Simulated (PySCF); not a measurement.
GeI4, SMILES [I][Ge]([I])([I])[I]. Geometry optimised at ωB97X-D3(BJ)/def2-SVP. The isomer is the one that the SMILES or the coordinates give; other isomers of the formula were not compared. The def2 effective core potentials stand for the cores of I; spin–orbit coupling is left out.

Computed equilibrium geometry at ωB97X-D3(BJ)/def2-SVP (PySCF confirms it by a frequency run) as bond lengths and angles, and its point group:
point group Td.
Atoms: I1 Ge2 I3 I4 I5. Bonds (Å): I1–Ge2 2.474, Ge2–I3 2.474, Ge2–I4 2.474, Ge2–I5 2.474. Angles (°): I1–Ge2–I3 109.5, I1–Ge2–I4 109.5, I1–Ge2–I5 109.5, I3–Ge2–I4 109.5, I3–Ge2–I5 109.5, I4–Ge2–I5 109.5.
Charge 0, spin multiplicity 1.
